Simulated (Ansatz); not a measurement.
C2H6B, SMILES C[B]C, multiplicity 2.

Coordinates come from a PBE0-D3(BJ)/def2-TZVP optimisation. The isomer is the one that the SMILES or the coordinates give; other isomers of the formula were not compared.

Two levels are set side by side: PBE/def2-SVPD (Ansatz, an electronic-structure program) and ωB97X-V/def2-SVPD (Ansatz). Energy differences of separate SCF runs at the same geometry; the states with an electron removed or added have multiplicity 1 and 1. Differences are taken from unrounded values.

| quantity | PBE |
|---|---|
| vertical ionisation energy (eV) | 7.23 |

Problem. These are the PBE values. What does ωB97X-V give? (An estimate is asked for; the answer gives what the named calculation found.)

Solution. 
```tsv
quantity	ωB97X-V	PBE minus ωB97X-V
vertical ionisation energy (eV)	7.23	0.00
```

Here PBE gives about what the other level gives.
